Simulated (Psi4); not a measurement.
ClF, charge +1, doublet, geometry from GFN2-xTB (a state made from the parent by changing its charge; the spin is typed, not shown lowest); MP2/def2-TZVP (Psi4 1.11).

Here is a job for Psi4.
```
memory 2 GB

molecule mol {
1 2
  F    -0.000000   -0.000000   -1.046101
  Cl    0.000000    0.000000    0.553818
}

set basis def2-tzvp
set reference uhf
set freeze_core true
set mp2_type conv
set scf_type pk
set puream true
set d_convergence 1e-8

energy('mp2')
print_variables()
```

### Question
What does Psi4 print? Leave out banner, timings and long lists.

### Answer

```
   => Loading Basis Set <=

    Name: DEF2-TZVP
    Role: ORBITAL
    Keyword: BASIS

         ---------------------------------------------------------
                                   SCF
               by Justin Turney, Rob Parrish, Andy Simmonett
                          and Daniel G. A. Smith
                              UHF Reference
         ---------------------------------------------------------

  ==> Geometry <==

    Molecular point group: c2v
    Full point group: C_inf_v

    Geometry (in Angstrom), charge = 1, multiplicity = 2:

       Center              X                  Y                   Z               Mass
    ------------   -----------------  -----------------  -----------------  -----------------
         F            0.000000000000     0.000000000000    -1.036690321537    18.998403162730
         CL           0.000000000000     0.000000000000     0.563228678463    34.968852682000

  Running in c2v symmetry.

  Rotational constants: A = ************  B =      0.53497  C =      0.53497 [cm^-1]
  Rotational constants: A = ************  B =  16038.10527  C =  16038.10527 [MHz]
  Nuclear repulsion =   50.605132655159416

  Charge       = 1
  Multiplicity = 2
  Electrons    = 25
  Nalpha       = 13
  Nbeta        = 12

  ==> Algorithm <==

  SCF Algorithm Type is PK.
  DIIS enabled.
  MOM disabled.
  Fractional occupation disabled.
  Guess Type is SAD.
  Energy threshold   = 1.00e-08
  Density threshold  = 1.00e-08
  Integral threshold = 1.00e-12

  ==> Primary Basis <==

  Basis Set: DEF2-TZVP
    Blend: DEF2-TZVP
    Number of shells: 24
    Number of basis functions: 68
    Number of Cartesian functions: 78
    Spherical Harmonics?: true
    Max angular momentum: 3

  ==> Integral Setup <==

  Using in-core PK algorithm.
   Calculation information:
      Number of atoms:                   2
      Number of AO shells:              24
      Number of primitives:             47
      Number of atomic orbitals:        78
      Number of basis functions:        68

      Integral cutoff                 1.00e-12
      Number of threads:                 1

  Performing in-core PK
  Using 5506062 doubles for integral storage.
  We computed 43199 shell quartets total.
  Whereas there are 45150 unique shell quartets.

  ==> DiskJK: Disk-Based J/K Matrices <==

    J tasked:                  Yes
    K tasked:                  Yes
    wK tasked:                  No
    Schwarz Cutoff:          1E-12

  Minimum eigenvalue in the overlap matrix is 8.2581510240E-03.
  Reciprocal condition number of the overlap matrix is 2.1561730484E-03.
    Using symmetric orthogonalization.

  ==> Pre-Iterations <==

  SCF Guess: Superposition of Atomic Densities via on-the-fly atomic UHF (no occupation information).

   -------------------------
    Irrep   Nso     Nmo
   -------------------------
     A1        30      30
     A2         6       6
     B1        16      16
     B2        16      16
   -------------------------
    Total      68      68
   -------------------------

  ==> Iterations <==

                        Total Energy        Delta E     RMS |[F,P]|

   @UHF iter SAD:  -558.59863626149502   -5.58599e+02   0.00000e+00
   @UHF iter   1:  -558.37240468094478    2.26232e-01   1.05740e-02 ADIIS/DIIS
   @UHF iter   2:  -558.45081761947415   -7.84129e-02   4.02725e-03 ADIIS/DIIS
   @UHF iter   3:  -558.45881028061126   -7.99266e-03   1.73291e-03 ADIIS/DIIS
   @UHF iter   4:  -558.46085730096115   -2.04702e-03   6.77397e-04 ADIIS/DIIS
   @UHF iter   5:  -558.46180401696540   -9.46716e-04   3.87810e-04 ADIIS/DIIS
   @UHF iter   6:  -558.46235773324725   -5.53716e-04   2.29417e-04 ADIIS/DIIS
   @UHF iter   7:  -558.46263862897115   -2.80896e-04   7.27628e-05 DIIS
   @UHF iter   8:  -558.46265803656797   -1.94076e-05   2.71979e-05 DIIS
   @UHF iter   9:  -558.46266074638879   -2.70982e-06   2.16208e-05 DIIS
   @UHF iter  10:  -558.46266410760438   -3.36122e-06   1.55632e-05 DIIS
   @UHF iter  11:  -558.46266736450150   -3.25690e-06   5.28611e-06 DIIS
   @UHF iter  12:  -558.46266760471133   -2.40210e-07   1.20567e-06 DIIS
   @UHF iter  13:  -558.46266761017318   -5.46186e-09   4.10350e-07 DIIS
   @UHF iter  14:  -558.46266761049458   -3.21393e-10   1.44089e-07 DIIS
   @UHF iter  15:  -558.46266761054630   -5.17275e-11   4.44451e-08 DIIS
   @UHF iter  16:  -558.46266761055153   -5.22959e-12   1.20357e-08 DIIS
   @UHF iter  17:  -558.46266761055142    1.13687e-13   4.38487e-09 DIIS
  Energy and wave function converged.

  ==> Post-Iterations <==

   @Spin Contamination Metric:   1.388303580E-02
   @S^2 Expected:                7.500000000E-01
   @S^2 Observed:                7.638830358E-01
   @S   Expected:                5.000000000E-01
   @S   Observed:                5.000000000E-01

    Orbital Energies [Eh]
    ---------------------

    Alpha Occupied:

[...]
       3B1    -0.873190

    Alpha Virtual:

[...]
      30A1    57.956726

    Beta Occupied:

[...]
    Beta Virtual:

[...]
    Final Occupation by Irrep:
             A1    A2    B1    B2
    DOCC [     7,    0,    3,    2 ]
    SOCC [     0,    0,    0,    1 ]
    NA   [     7,    0,    3,    3 ]
    NB   [     7,    0,    3,    2 ]

  @UHF Final Energy:  -558.46266761055142

   => Energetics <=

    Nuclear Repulsion Energy =             50.6051326551594158
    One-Electron Energy =                -864.4105455082733442
    Two-Electron Energy =                 255.3427452425624438
    Total Energy =                       -558.4626676105515344

  UHF NO Occupations:
  HONO-2 :    2 B2 1.9992178
  HONO-1 :    7 A1 1.9947842
  HONO-0 :    3 B2 1.0000000
  LUNO+0 :    8 A1 0.0052158
  LUNO+1 :    4 B2 0.0007822
  LUNO+2 :    9 A1 0.0006645
  LUNO+3 :    4 B1 0.0002662

Computation Completed

Properties will be evaluated at   0.000000,   0.000000,   0.000000 [a0]

Properties computed using the SCF density matrix

 Multipole Moments:

[...]
  DIE_IF_NOT_CONVERGED          => (empty)
[...]
  FROZEN_DOCC                   => (empty)
  FROZEN_UOCC                   => (empty)
  INTEGRAL_PACKAGE              => (empty)
  IP_POLES                      => (empty)
  LEVEL_SHIFT                   => (empty)
  LITERAL_CFOUR                 => (empty)
  LS_THC_BASIS_TOLERANCE        => (empty)
  LS_THC_DF                     => (empty)
  LS_THC_PRUNING_SCHEME         => (empty)
  LS_THC_RADIAL_POINTS          => (empty)
  LS_THC_SPHERICAL_POINTS       => (empty)
  LS_THC_S_EPSILON              => (empty)
  LS_THC_WEIGHTS_TOLERANCE      => (empty)
  MAT_NUM_COLUMN_PRINT          => (empty)
  MAX_MOGRAD_CONVERGENCE        => (empty)
  MAX_RADIAL_MOMENT             => (empty)
  MBIS_D_CONVERGENCE            => (empty)
  MBIS_MAXITER                  => (empty)
  MBIS_PRUNING_SCHEME           => (empty)
  MBIS_RADIAL_POINTS            => (empty)
  MBIS_SPHERICAL_POINTS         => (empty)
  MOGRAD_DAMPING                => (empty)
  MOLDEN_WITH_VIRTUAL           => (empty)
  MO_MAXITER                    => (empty)
  MO_READ                       => (empty)
  MO_STEP_MAX                   => (empty)
  MO_WRITE                      => (empty)
  MP2_OS_SCALE                  => (empty)
  MP2_SOS_SCALE                 => (empty)
  MP2_SOS_SCALE2                => (empty)
  MP2_SS_SCALE                  => (empty)
  MP2_TYPE                      => CONV            !
  MP_TYPE                       => (empty)
  NAT_ORBS                      => (empty)
  NUM_FROZEN_DOCC               => (empty)
  NUM_FROZEN_UOCC               => (empty)
  NUM_GPUS                      => (empty)
  OCC_ORBS_PRINT                => (empty)
  OEPROP                        => (empty)
  OPT_METHOD                    => (empty)
  ORBITAL_OPTIMIZER_PACKAGE     => (empty)
  ORB_OPT                       => FALSE           !
  ORB_RESP_SOLVER               => (empty)
  ORTH_TYPE                     => (empty)
  OS_SCALE                      => (empty)
  PARENT_SYMMETRY               => (empty)
  PCG_BETA_TYPE                 => (empty)
  PCG_CONVERGENCE               => (empty)
  PCG_MAXITER                   => (empty)
  PCM                           => (empty)
  PE                            => (empty)
  PRINT                         => (empty)
  PRINT_NOONS                   => (empty)
  PROPERTIES                    => (empty)
  PROPERTIES_ORIGIN             => (empty)
  PUREAM                        => TRUE            !
  QC_MODULE                     => (empty)
  RAS1                          => (empty)
  RAS2                          => (empty)
  RAS3                          => (empty)
  RAS4                          => (empty)
  RELATIVISTIC                  => (empty)
  RELAXED                       => (empty)
  REMP_A                        => (empty)
  RESTRICTED_DOCC               => (empty)
  RESTRICTED_UOCC               => (empty)
  RMS_MOGRAD_CONVERGENCE        => (empty)
  R_CONVERGENCE                 => (empty)
  SCF_TYPE                      => PK              !
  SCREENING                     => (empty)
  SCS_TYPE                      => (empty)
  SOCC                          => (empty)
  SOS_TYPE                      => (empty)
  SPIN_SCALE_TYPE               => NONE            !
  SS_SCALE                      => (empty)
  SYMMETRIZE                    => (empty)
  TPDM_ABCD_TYPE                => (empty)
  WFN                           => (empty)
  WFN_TYPE                      => OMP2            !
  WRITER_FILE_LABEL             => (empty)
  ZORA_BASIS_TOLERANCE          => (empty)
  ZORA_NR_DEBUG                 => (empty)
  ZORA_PRUNING_SCHEME           => (empty)
  ZORA_RADIAL_POINTS            => (empty)
  ZORA_SPHERICAL_POINTS         => (empty)

 ==============================================================================
 ==============================================================================
 ==============================================================================

                             MP2
                    Program Written by Ugur Bozkaya,
              Additional Contributions by J. P. Misiewicz

 ==============================================================================
 ==============================================================================
 ==============================================================================

	MO spaces per irreps...

	IRREP   FC   AOCC  BOCC  AVIR    BVIR  FV
	==========================================
	  A1     4     3     3    23     23     0
	  A2     0     0     0     6      6     0
	  B1     1     2     2    13     13     0
	  B2     1     2     1    13     14     0
	==========================================

	Computing MP2 energy using SCF MOs (Canonical MP2)...
	==============================================================================
	Nuclear Repulsion Energy (a.u.)    :    50.60513265515942
	SCF Energy (a.u.)                  :  -558.46266761055142
	REF Energy (a.u.)                  :  -558.46266761055142
	Alpha-Alpha Contribution (a.u.)    :    -0.05532931284974
	Alpha-Beta Contribution (a.u.)     :    -0.30847128898069
	Beta-Beta Contribution (a.u.)      :    -0.04864569783705
	Scaled_SS Correlation Energy (a.u.):    -0.03465833689560
	Scaled_OS Correlation Energy (a.u.):    -0.37016554677682
	SCS-MP2 Total Energy (a.u.)        :  -558.86749149422383
	SOS-MP2 Total Energy (a.u.)        :  -558.83283315732820
	SCSN-MP2 Total Energy (a.u.)       :  -558.64566362936023
	SCS-MP2-VDW Total Energy (a.u.)    :  -558.90949836579011
	SOS-PI-MP2 Total Energy (a.u.)     :  -558.89452741512434
	MP2 Correlation Energy (a.u.)      :    -0.41244629966747
	MP2 Total Energy (a.u.)            :  -558.87511391021894
	==============================================================================

  Variable Map:
  ----------------------------------------------------------------------------
[...]
  Array Variable Map:
  ----------------------------------------------------------------------------
[...]
[...]
```
